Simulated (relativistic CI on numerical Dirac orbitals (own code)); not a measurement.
**One change at a time: Co¹¹⁺**

Base calculation: Dirac-Coulomb-Breit CI, orbitals from a KLI potential per configuration, model QED, unscaled Slater integrals.

Configuration list (outside the closed core [Ne]): 3s²3p⁴, 3s3p⁵, 3p⁶, 3s²3p³3d, 3s3p⁴3d, 3p⁵3d, 3s3p³3d², 3s²3p³4s, 3s²3p³4p, 3s²3p²3d4p, 3p⁵4s, 3p⁵4p, 3s3p³3d4s, 3s²3p³4d, 3s3p⁴4s, 3s²3p³4f, 3s3p⁴4p, 3p⁴3d4p, 3s3p⁴4d, 3s²3p³5s, 3s²3p³5p, 3s3p⁴4f, 3s²3p²4s4p, 3s²3p³5d, 3s²3p³5f, 3s²3p³5g, 3s3p³4s², 3s²3p³6s, 3s3p⁴5s, 3s²3p²3d², 3s²3p3d³, 3s3p²3d³, 3s²3p3d²4s, 3s²3p3d²4p, 3s²3p3d²4d, 3p⁴3d², 3p³3d³, 3p³3d²4s, 3p³3d²4p, 3p³3d²4d, 3s²3p²3d4s, 3s3p²3d²4s, 3s²3p3d4s², 3s²3p3d4s4p, 3s²3p3d4s4d, 3p⁴3d4s, 3p³3d4s², 3p³3d4s4p, 3p³3d4s4d, 3s²3p²4s², 3s3p²3d4s², 3s²3p4s²4p, 3s²3p4s²4d, 3s²3p²4p², 3s²3p3d4p², 3s3p²3d4p², 3s²3p4s4p², 3s²3p4p³, 3s²3p4p²4d. Double excitations out of closed p, d and f shells are left out; levels of such configurations are missing from the list, as are those of other unlisted configurations, and high levels can miss mixing partners. These lack a partner that the ground configuration has and come out too high: 3s²3p³4f, 3s3p⁴4p, 3s3p⁴4d, 3s²3p³5s, 3s²3p³5p.

Variants: (1) valence Slater integrals scaled by 0.9; (2) only the first 3 configurations; (3) non-relativistic limit. Shifts of the energy above 3s²3p⁴ ³P2, in cm⁻¹, for the lowest level and the first level of each name with at least 55 % of one term (blank where a level changes its place among those of its configuration and J or its character, or is not in the variant):

```csv
Level,Base,Δ(1),Δ(2),Δ(3)
3s²3p⁴ ³P2,0,0,0,0
3s²3p⁴ ³P1,15663,+202,+142,-15663
3s²3p⁴ ³P0,17194,-313,-388,-17194
3s²3p⁴ ¹D2,43653,-2642,+2358,-11163
3s²3p⁴ ¹S0,91698,-5749,-5905,-14874
3s3p⁵ ³P°2,305438,+7760,+47636,-19931
3s3p⁵ ³P°1,317095,+7743,+48830,-31587
3s3p⁵ ³P°0,324539,+7878,+49012,-39031
3s3p⁵ ¹P°1,394477,+2243,+92733,-25350
3s²3p³3d ⁵D°0,417802,+6244,,-15545
3s²3p³3d ⁵D°1,418049,+6258,,-15792
3s²3p³3d ⁵D°2,418296,+6221,,-16039
3s²3p³3d ⁵D°3,418680,+6165,,-16424
3s²3p³3d ⁵D°4,419916,+6187,,-17659
```

At this charge energies of transitions that change n are usually good to better than 1 %, and those within a shell (Δn = 0) to a few per cent.

Ionisation energy from the two ground configurations alone: base 334.537 eV; valence Slater integrals scaled by 0.9 334.97 eV. The NIST ASD value (semi-empirical) is 336.1 eV.

LS names give the leading component of a level, which can be under half, so a name can repeat, a term be missing and a line seem to break the LS rules.
